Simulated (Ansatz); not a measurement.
Geometry optimisation, RKS PBE/def2-SVP (Ansatz 0.2.0).

input.yaml

```yaml
crystal:
  periodic: [false, false, false]
  atoms:
    - { symbol: Ga, position_ang: [0.0, 0.0, 0.0] }
    - { symbol: H, position_ang: [0.9098, 0.0, 1.5183] }
    - { symbol: Cl, position_ang: [2.4075, 0.0, 0.3969] }
    - { symbol: H, position_ang: [-1.3596, 0.0, -0.785] }
basis:
  gaussian: { orbitals: def2-SVP }
hamiltonian:
  xc: pbe
relax:
  f_tol: 0.15
  max_steps: 25
  restrain:
    - { distance: [1, 2], at: 2.57, k: 30.0 }
    - { distance: [0, 1], at: 1.57, k: 30.0 }
    - { distance: [0, 2], at: 2.24, k: 30.0 }
```

Run as:

```bash
$ ansatz run input.yaml --threads 1 --pin off --max-ram 2048MiB --backend cpu --events-out ev --progress --plain --runs-dir out
```

**Question.** Where does it end, and by what steps?

**Answer.** The forces met the threshold. The restraints hold the end off the free minimum. After 5 steps the energy has fallen by 2.297 eV (the restraints' own energy left out); Cl3 moved furthest, 0.51 Å.

| step | energy less start (eV) | largest force component (eV/Å) | accepted |
| --- | --- | --- | --- |
| 0 | 0.0000 | 3.300 | yes |
| 1 | -0.9373 | 1.902 | yes |
| 2 | -1.6759 | 1.423 | yes |
| 3 | -2.2195 | 1.025 | yes |
| 4 | -2.2983 | 1.025 | yes |
| 5 | -2.2966 | 1.038 | yes |

```xyz
4
Properties=species:S:1:pos:R:3
Ga 0.125 0.000 0.279
H 0.497 0.000 1.788
Cl 2.300 0.000 -0.105
H -0.965 0.000 -0.832
```

The run took 8 s on 1 thread of Arm Neoverse V1 (shared host), peak memory 0.11 GiB.
